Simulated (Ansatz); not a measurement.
A nudged elastic band was laid between two geometries of Ge2H6 + H5NSi (15 atoms, charge 0, multiplicity 1).

The calculation used RKS PBE/def2-SVP in Ansatz 0.2.0.

| Item | Value |
| --- | --- |
| movable images | 7 |
| climbing image | yes |
| spring | 5.0 eV/Å² |
| optimiser | quadratic models (default) |
| start path | through a guess of the saddle point |
| force threshold | 0.03 eV/Å |
| iteration limit | 60 |
| end points | relaxed |

Image 0:

```xyz
15
Properties=species:S:1:pos:R:3
Ge -0.371 0.359 -0.330
H -0.826 0.678 1.121
H 1.171 0.504 -0.409
H -1.001 1.436 -1.262
Ge -1.086 -1.877 -0.992
H -1.872 -2.576 0.152
H -2.031 -1.807 -2.227
H 0.128 -2.766 -1.369
N 0.894 -2.015 1.814
H 0.311 -2.853 1.910
Si 2.626 -2.264 1.630
H 2.826 -3.186 0.458
H 3.248 -0.922 1.364
H 3.342 -2.873 2.818
H 0.590 -1.318 2.502
```

Image 8:

```xyz
15
Properties=species:S:1:pos:R:3
Ge 0.216 -0.694 -0.357
H -0.169 0.016 3.881
H 1.444 -0.199 -1.168
H -0.544 0.542 0.221
Ge -1.287 -2.068 -1.714
H -2.358 -2.726 -0.801
H -2.020 -1.213 -2.783
H -0.501 -3.198 -2.430
N 0.923 -1.740 1.015
H 0.223 -2.236 1.576
Si 2.594 -1.880 1.523
H 2.887 -3.301 1.934
H 3.460 -1.494 0.356
H 2.967 -0.994 2.690
H 0.117 -0.293 3.236
```

(1) What changes between the two ends?

(2) Give the energies along the band, and the barrier.

(3) What is the geometry of the highest image?

## Answers

(1) Bonds broken: Ge1–H2, N9–H15. Bonds formed: Ge1–N9, H2–H15. Ge2H6 + H5NSi becomes Ge2H9NSi + H2.

(2) The run converged. The highest image is number 4 of 0 to 8, 2.00 eV above the first end and 1.67 eV above the last; the last end lies 0.33 eV above the first. The profile has 2 maxima (images 1, 4) with wells between them (image 2): this band takes more than one step, which may be the mechanism or a detour left from its start path. Neighbouring images differ by up to 1.9 eV, so the band resolves the path poorly. A vibrational analysis at the climbing image gives 2 clearly imaginary modes (1265i, 65i cm⁻¹): a point of higher order. A lower path may pass nearby, or the ends, which weren't checked, may share the extra mode. The orbitals stay closed-shell, which can raise the energy where a bond breaks towards radicals; this wasn't checked here.

```tsv
image	path coordinate (Å)	energy (eV)	Ge1–H2 (Å)	N9–H15 (Å)	Ge1–N9 (Å)
0	0.00	0.00	1.55	1.03	3.44
1	2.63	0.04	1.55	1.02	3.41
2	5.27	0.00	1.55	1.03	3.45
3	7.90	0.09	1.55	1.02	3.35
4	10.53	2.00	2.01	1.23	2.08
5	12.14	0.40	3.30	2.32	1.88
6	13.74	0.36	4.02	2.78	1.87
7	15.34	0.34	4.22	2.84	1.87
8	16.94	0.33	4.31	2.77	1.86
```

(3) 
```xyz
15
Properties=species:S:1:pos:R:3
Ge 0.150 -0.804 -0.006
H -0.855 -1.389 1.630
H 1.341 -0.758 -1.061
H 0.088 0.636 0.568
Ge -1.753 -1.595 -1.338
H -2.971 -1.959 -0.454
H -2.165 -0.499 -2.364
H -1.322 -2.853 -2.145
N 1.266 -2.002 1.284
H 1.270 -2.970 0.920
Si 2.861 -1.481 1.935
H 3.288 -2.426 3.023
H 3.918 -1.449 0.867
H 2.653 -0.104 2.492
H 0.181 -1.825 1.826
```

Time of the run: 12 min on 4 threads of Arm Neoverse V2, on a shared host, peak memory 0.24 GiB.
